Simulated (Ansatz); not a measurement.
The same path of BrClH$_{4}$O$_{3}$Sn (10 atoms, charge 0, multiplicity 1) was run twice with different band settings. Lost on the way: Sn1–Cl2, Br9–H10. Made: Cl2–H10.

All numbers below come from RKS LDA/def2-SVP in Ansatz.

Relaxed end points:

```xyz
10
Properties=species:S:1:pos:R:3
Sn 0.080 0.115 0.098
Cl -0.121 -0.206 2.468
O 1.884 -0.204 -0.612
H 1.835 -1.090 -1.035
O -1.010 1.586 -0.614
H -1.781 1.147 -1.036
O -0.905 -1.478 -0.541
H -1.218 -1.988 0.234
Br 1.520 2.442 1.203
H 0.991 1.597 2.289
```

```xyz
10
Properties=species:S:1:pos:R:3
Sn 0.115 0.475 -0.287
Cl 0.578 -0.888 2.958
O 1.891 -0.207 -0.755
H 1.818 -0.762 -1.559
O -0.683 1.234 -1.909
H -1.659 1.240 -1.815
O -1.214 -0.772 0.429
H -0.875 -1.054 1.319
Br 0.638 2.238 1.411
H 0.666 0.415 2.661
```

Common settings: movable images 5; climbing image yes; optimiser quadratic models (default); start path through a guess of the saddle point; force threshold 0.03 eV/Å; iteration limit 60; end points relaxed.

| run | spring |
| --- | --- |
| 1 | 5.0 eV/Å² |
| 2 | 0.5 eV/Å² |

(1) What does each run give, and how far can it be trusted?

Answers

(1) Run 1: converged after 24 iterations, highest image 0.110 eV above the first end. A vibrational analysis at the climbing image gives one clearly imaginary mode, 106i cm⁻¹: a first-order saddle point.
Run 2: converged after 20 iterations, highest image 0.111 eV above the first end. Another band between the same ends (5 images) ends at a top of the same energy, where a vibrational analysis finds 1 clearly imaginary mode.
The orbitals stay closed-shell, which can raise the energy where a bond breaks towards radicals; this wasn't checked here.
